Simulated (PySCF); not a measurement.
Species: PH5, charge 0, multiplicity 1. SMILES: [H][P@TB7]([H])([H])([H])[H]
Coordinates optimised at B3LYP-D3(BJ)/def2-TZVP (Ansatz):
```
P
H 1 1.4251
H 1 1.4251 2 120.00
H 1 1.4251 2 120.00 3 -180.00
H 1 1.4787 2 90.00 4 -90.00
H 1 1.4787 2 90.00 5 180.00
```

Dispersion corrections to the total energy (kcal/mol) from the dftd3 and dftd4 libraries through PySCF: D3(BJ) without and D4 with the three-body term, each with the damping fitted for the functional named.

```json
[
 {"functional": "BHLYP", "D3(BJ)": "-2.17", "D4": "___"},
 {"functional": "BP86", "D3(BJ)": "-2.43", "D4": "-1.84"},
 {"functional": "HSE06", "D3(BJ)": "-0.93", "D4": "-1.09"},
 {"functional": "B2PLYP", "D3(BJ)": "-1.25", "D4": "___"},
 {"functional": "B3LYP", "D3(BJ)": "-2.85", "D4": "-2.38"},
 {"functional": "HF", "D3(BJ)": "-17.76", "D4": "-6.45"},
 {"functional": "PW6B95", "D3(BJ)": "-0.70", "D4": "___"}
]
```

**Question.** Fill in the missing entries.

**Answer.** 
- BHLYP, D4: -1.57
- B2PLYP, D4: -1.01
- PW6B95, D4: -1.35
